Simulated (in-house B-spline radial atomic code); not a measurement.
Settings and results of a run for Au⁸⁺ (an excited or competing configuration). Level of theory: Dirac-Hartree-Fock, average of the jj configuration, Fermi nucleus of rms radius 5.4371 fm; calculated with a radial B-spline atomic code at the basis-set limit.

In the input, a minus or plus after the letter marks the j = l - 1/2 or j = l + 1/2 subshell.

Command:
```bash
python run_scf.py task.json out
```
Settings (nuclear radius in fm, mass in u):
```
Z                79
configuration    1s2 2s2 2p6 3s2 3p6 3d10 4s2 4p6 4d10 4f-5 4f+8 5s2 5p6 5d+3 6g-1
hamiltonian      dirac
method           hf
spin_polarised   False
nucleus          fermi
rms_radius       5.4371
atomic_mass      196.96657
speed_of_light   137.035999084
```

Output (hartree, bohr):
```
 radial grid: 67 intervals, B-splines of order 8, outer radius 22.069 bohr

 iter        energy (Eh)    residual
    1      -19001.183992    8.54e-01
    2      -19009.076452    4.37e-01
    3      -19011.735879    7.42e-02
    4      -19011.821197    2.52e-02
    5      -19011.826833    6.95e-03
    6      -19011.827435    3.34e-03
    7      -19011.827570    7.45e-05
    8      -19011.827570    1.35e-05
    9      -19011.827570    5.50e-07

 total energy                    -19011.82757
 kinetic                           21824.2763
 electron-nucleus                 -47474.0848
 electron-electron                  6637.9809

 first-order corrections (not in the total)
   Gaunt                            24.2433
   retardation                      -2.5717
   frequency dependence             -0.4668
   self-energy                      18.0772
   Uehling                          -3.6624
   Wichmann-Kroll                    0.1600
   recoil                            0.0321

 orbital      occ     eigenvalue          <r>       <r^2>       <1/r>     <1/r^2>       r_max    small
 1s1/2      2.000     -2992.0864    0.0168674 0.000393292     95.6775     22683.7     0.01042  9.00e-02
 2s1/2      2.000      -538.2127     0.070426  0.00593374     23.5298     3210.57     0.06035  2.06e-02
 2p1/2      2.000      -515.2859    0.0580593  0.00421297     23.4438     1009.19     0.04453  2.07e-02
 2p3/2      4.000      -447.7319    0.0665704  0.00539728     19.1251     500.159     0.05187  1.84e-02
 3s1/2      2.000      -134.1281     0.182928    0.038422     8.65166     734.155      0.1697  6.92e-03
 3p1/2      2.000      -123.8687     0.173467   0.0351268     8.55129      235.74      0.1586  6.85e-03
 3p3/2      4.000      -108.7777     0.188995   0.0414935     7.43084     118.891      0.1734  6.19e-03
 3d3/2      4.000       -91.9496     0.164875   0.0319194     7.30958     67.0064      0.1353  6.05e-03
 3d5/2      6.000       -88.7937      0.16967   0.0336798     7.05236     61.3772      0.1394  5.87e-03
 4s1/2      2.000       -35.0300     0.405655    0.185725     3.65169     185.941      0.3826  2.33e-03
 4p1/2      2.000       -30.5753     0.408454    0.189775     3.53957     58.7741      0.3813  2.23e-03
 4p3/2      4.000       -26.9343     0.439988    0.219942     3.17347     30.2385      0.4107  2.01e-03
 4d3/2      4.000       -19.5973     0.448566    0.232301     2.96356     15.9086      0.4044  1.80e-03
 4d5/2      6.000       -19.0215     0.458659     0.24271     2.88067     14.6297      0.4134  1.74e-03
 4f5/2      5.000        -9.6666      0.47797    0.272456     2.53581     7.94202      0.3712  1.39e-03
 4f7/2      8.000        -9.5595     0.484483    0.280054     2.50089     7.71145      0.3756  1.36e-03
 5s1/2      2.000        -9.9712     0.897276    0.897674     1.51999     39.4009      0.8368  6.17e-04
 5p1/2      2.000        -8.2448     0.946925     1.00346     1.42555     11.9687      0.8749  5.59e-04
 5p3/2      4.000        -7.6229      1.01724     1.15615     1.29959     6.25859       0.941  4.94e-04
 5d5/2      3.000        -5.2451      1.19782     1.61386     1.07992     2.66029       1.085  3.62e-04
 6g7/2      1.000        -1.1506      4.68527     24.9645    0.268847    0.101891       5.029  3.49e-05
```

Time taken, with all properties: 1.4 s on 1 thread of Arm Neoverse V1, on a shared host.

For the Dirac Hamiltonian the kinetic term is c α·p + (β - 1)c².
